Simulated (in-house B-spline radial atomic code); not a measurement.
A run on Tc that did not converge. Method: scalar-relativistic (X2C) PBE0, spin-polarised, spherical fractional occupations, Fermi nucleus of rms radius 4.41117 fm; computed with a B-spline radial code for spherical atoms.

Command:
```bash
python run_scf.py task.json out
```
Settings (nuclear radius in fm, mass in u):
```
Z                43
configuration    [Kr] 4d5 5s1.75 5f0.25
hamiltonian      x2c
method           pbe0
spin_polarised   True
nucleus          fermi
rms_radius       4.41117
atomic_mass      96.90636
speed_of_light   137.035999084
```

First and last ten iterations of the last attempt (damped for 15 steps, keeping 80 % of the old Fock matrix, then DIIS):
```
 iter        energy (Eh)    residual
    1       -4277.757732    4.38e-01
    2       -4281.327024    2.75e-01
    3       -4283.073486    1.85e-01
    4       -4284.012664    1.27e-01
    5       -4284.508726    8.81e-02
    6       -4284.738618    5.91e-02
    7       -4284.851776    4.04e-02
    8       -4284.907183    2.89e-02
    9       -4284.934097    2.11e-02
   10       -4284.947292    1.57e-02
  111       -4284.961714    1.15e-05
  112       -4284.961712    1.16e-05
  113       -4284.961728    1.61e-05
  114       -4284.961862    1.92e-05
  115       -4284.961728    1.72e-05
  116       -4284.961770    1.17e-05
  117       -4284.961714    1.02e-05
  118       -4284.961748    9.88e-06
  119       -4284.961808    1.36e-05
  120       -4284.961721    9.69e-06
 not converged after 120 iterations
```

The smallest residual met was 4.5e-06; the threshold is about 4e-07. No energy from this run should be used. Time taken, with all properties: 16 s on 1 thread of Intel(R) Xeon(R) Platinum 8488C (shared host).
